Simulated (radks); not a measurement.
Question: These are the eigenvalues of the occupied orbitals of an atom or ion with whole-number occupations (eV). Method: Dirac Kohn-Sham, BLYP, spin-unpolarised, spherical densities, finite nucleus; Fermi nuclear charge, rms radius of each element as measured or else 0.836 A^(1/3) + 0.57 fm; computed with a radial shooting solver on a logarithmic mesh with Libxc functionals.

orbital  eigenvalue
1s1/2     -30287.19
2s1/2     -4607.108
2p1/2     -4310.632
2p3/2     -4058.697
3s1/2     -902.6504
3p1/2     -781.4208
3p3/2     -734.9465
3d3/2     -520.7016
3d5/2     -511.0413
4s1/2     -148.1348
4p1/2     -107.1286
4p3/2      -98.5082
4d3/2      -33.7298
4d5/2      -32.4849
5s1/2      -12.5465
5p1/2       -4.9835
5p3/2       -4.3788

Which element is it, and in what charge state? The configuration may be excited. Open shells, if any, fill j = l - 1/2 first.

Answer: Z = 51, antimony, charge 0: Sb in [Kr] 4d10 5s2 5p3. The list shows which subshells hold electrons but not how many an open one holds; the 1s level, -1113 hartree, gives Z - s = 47.2 by -(Z - s)^2/2, which with screening and relativity narrows Z to a few neighbours, and the depths of the outer levels then fix element, charge and occupations together.
